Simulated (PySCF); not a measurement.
2-tert-butylfuran, C₈H₁₂O.
Geometry (GFN2-xTB, Å), atoms numbered from 1 in this order:
```
atom  x, y, z in Å
C1    -1.1822   -1.5272   -0.3030
C2    -0.7849   -0.0487   -0.2017
C3    -1.6334    0.6435    0.8647
C4    -0.9955    0.6354   -1.5587
C5     0.6713    0.0357    0.1601
C6     1.3312    0.5924    1.2162
C7     2.7109    0.3483    1.0000
C8     2.7873   -0.3377   -0.1693
O9     1.5613   -0.5316   -0.6838
H10   -2.2309   -1.6187   -0.5764
H11   -0.5809   -2.0277   -1.0577
H12   -1.0257   -2.0268    0.6508
H13   -1.3616    1.6927    0.9478
H14   -1.4944    0.1678    1.8322
H15   -2.6857    0.5806    0.5982
H16   -2.0415    0.5802   -1.8513
H17   -0.7051    1.6824   -1.5028
H18   -0.3935    0.1496   -2.3224
H19    0.9033    1.1122    2.0481
H20    3.5236    0.6448    1.6311
H21    3.6174   -0.7302   -0.7226
```

NICS = −σ at a ghost point: NICS(0) at the centroid of the ring atoms, NICS(1) 1 Å to either side along the normal of their mean plane, zz for the tensor component along that normal. Level: GIAO PBE0/pcSseg-1 (PySCF, non-relativistic, gas phase) on the GFN2-xTB geometry, one conformer.

Ring bond lengths (Å), with Mayer bond orders in brackets: C5–C6 1.364 (1.60), C6–C7 1.418 (1.26), C7–C8 1.358 (1.62), C8–O9 1.344 (1.09), O9–C5 1.351 (1.03).

Question: Give the NICS values of each ring in ppm.

Answer: 
```json
{"ring": "C5–C6–C7–C8–O9", "type": "5-membered ring with O; formal bonds all aromatic", "NICS(0)": "-11.6", "NICS(1), two faces": "-10.1 / -10.1", "NICS(1)zz, two faces": "-25.2 / -25.2", "rms pucker (Å)": "0.00", "centre to ring atoms, mean (Å)": "1.16"}
```

Question: What can be read from them?

Answer: 
- C5–C6–C7–C8–O9: mean NICS(1)zz -25.2 ppm, shielded. The ring is flat and has no four-coordinate atom; by the NICS criterion it is aromatic.

Question: What does the geometric index give? HOMA = 1 − mean of α(R − Ropt)² over the ring bonds, with Krygowski's 1993 parameters (CC: Ropt 1.388 Å, α 257.7 Å⁻²; CO: Ropt 1.265 Å, α 157.38 Å⁻²).

Answer: 
- C5–C6–C7–C8–O9: HOMA 0.45; the largest term is that of O9–C5, α(R − Ropt)² = 1.17.

Question: How shielded are the nuclei of the rings and their hydrogens (means over atoms taken as equivalent)?

Answer: 
| atoms | environment | σ isotropic (ppm) | principal values of the symmetric part, first atom (ppm) |
| --- | --- | --- | --- |
| C5 | substituted aromatic carbon | 17.2 | -60.3, 20.7, 91.1 |
| C6 | aromatic CH carbon | 77.8 | -2.5, 72.2, 163.7 |
| C7 | aromatic CH carbon | 70.0 | -18.4, 67.5, 160.8 |
| C8 | aromatic CH next to a ring oxygen | 41.5 | -37.8, 55.2, 107.2 |
| O9 | furan-type oxygen | 35.2 | -108.3, -41.2, 255.2 |
| H19 | aromatic hydrogen | 25.44 | 21.9, 24.9, 29.5 |
| H20 | aromatic hydrogen | 25.18 | 23.2, 25.6, 26.8 |
| H21 | aromatic hydrogen | 24.24 | 21.1, 25.2, 26.5 |
